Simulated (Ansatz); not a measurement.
```yaml
crystal:
  periodic: [false, false, false]
  atoms:
    - {symbol: O, position_ang: [-1.985882, -2.654269, 1.316304]}
    - {symbol: C, position_ang: [-1.286305, -1.779529, 1.003947]}
    - {symbol: N, position_ang: [-0.561100, -0.874498, 0.684490]}
    - {symbol: Zr, position_ang: [0.616105, 0.650765, 0.041728]}
    - {symbol: O, position_ang: [0.090396, 1.166574, -1.698247]}
    - {symbol: F, position_ang: [0.415383, 2.126047, 1.214593]}
    - {symbol: Cl, position_ang: [2.860347, -0.047501, 0.024985]}
    - {symbol: H, position_ang: [-0.148955, 1.412412, -2.587800]}
basis:
  gaussian: {orbitals: def2-TZVPP}
hamiltonian: {xc: {name: B97}}
```

```sh
$ ansatz run in.yaml --threads 2 --pin off --events-out ev --progress --plain --max-ram 32768MiB --backend cpu
```

Shortened log:

```
Functional definition: B97
1511 factors; their error is unknown
mean field evaluation 1: about -23150.4575 eV, gradient 9.5e1 eV
mean field evaluation 2: about -23081.1980 eV, gradient 2.1e2 eV
mean field evaluation 4: about -23164.1799 eV, gradient 2.2e1 eV
mean field evaluation 8: about -23165.0922 eV, gradient 1.6e-1 eV
mean field evaluation 16: about -23165.1606 eV, gradient 9.0e-4 eV
mean field -23165.16058062 eV, -851.3039494280 hartree, gradient 5.1e-5 eV, S^2 0.000000; 0 other end points of the search recorded, 0 dependent functions left out
reference -23165.16062495 eV, -851.3039510571 hartree; 34, 34 occupied and 233, 233 virtual orbitals, 1511 factors
Total energy: -23165.16062495 eV, -851.3039510571 hartree
```

It took 13 s on 2 threads of an AMD EPYC 7R13 on a shared host, with 0.7 GiB of host memory at the peak.
